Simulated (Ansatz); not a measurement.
Compare A (`C=CC(=C)[SiH3]`) with its isomer B (`CC#CC[SiH3]`).

Gas-phase electronic energies from Ansatz, PBE0-D4/def2-TZVP geometries. CBS: MP2 limit from def2 TZ/QZ plus the TZ coupled-cluster correction, frozen cores. DFT in def2-TZVPP. One conformer a species, not always the lowest.

Question: Which is lower in electronic energy at CCSD(T)/CBS, and by how much? (Estimate.)

Answer: Ansatz gave: A, by 38.0 kJ/mol.

Question: Give E(B) − E(A) in kJ/mol with CCSD/def2-TZVPP, BLYP-D4, LDA (SPW92), ωB97M-V, PBE-D4, CCSD(T)/def2-TZVPP, CCSD(T)/def2-SVP. (Best estimate.)

Answer: Computed: CCSD/def2-TZVPP 33.9, BLYP-D4 46.1, LDA (SPW92) 37.0, ωB97M-V 33.1, PBE-D4 39.3, CCSD(T)/def2-TZVPP 38.4, CCSD(T)/def2-SVP 38.0. None reverses the order clearly.

Largest T1 diagnostic: 0.012.

From r2SCAN to r2SCAN0 (25 % exact exchange), in def2-TZVPP and without D4, E(B) − E(A) moves by −3.8 kJ/mol. The D4 term adds +8.1 kJ/mol with B3LYP and +4.2 kJ/mol with PBE0; it sums over pairs of atoms, weighted by their polarisabilities, and B3LYP, whose exchange is more repulsive, gets the larger term.

B3LYP here is the variant with VWN-RPA as its local correlation; programs differ in this.
